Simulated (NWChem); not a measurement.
Molecule: AlBr2Cl; SMILES [Al]([Br])([Cl])[Br]

This build's default masses of Se (78.918 u) and Br (79.917 u) are each other's, which moves their modes by up to 0.6 %. B3LYP is NWChem's, with the RPA form of VWN correlation.

Problem. Give the equilibrium geometry at B3LYP/6-31G* (spherical d) (NWChem) as a Z-matrix, with the point group.

Solution. point group C2v; any orientation.
```
Al
Cl 1 2.0936
Br 1 2.2466 2 119.66
Br 1 2.2466 2 119.66 3 180.00
```
